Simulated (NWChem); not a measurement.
Molecule: ZnBrCl; SMILES [Br][Zn][Cl]

```xyz
3

Zn    -0.0373     0.5077     0.0000
Cl    -0.1192     2.6064     0.0000
Br     0.0502    -1.7173     0.0000
```
Atoms are numbered in this order, from 1.

Geometry: optimised at PBE0/def2-SVP.

Task: List the 4 lowest vertical singlet excitations from PBE/def2-SVPD, TDA (NWChem).

Result: 
```tsv
state	energy (eV)	oscillator strength	leading excitation (squared amplitude)
S1	4.89	0.005	HOMO → LUMO (0.98)
S2	4.89	0.005	HOMO−1 → LUMO (0.98)
S3	5.47	0.033	HOMO−2 → LUMO (0.94)
S4	5.47	0.033	HOMO−3 → LUMO (0.94)
```
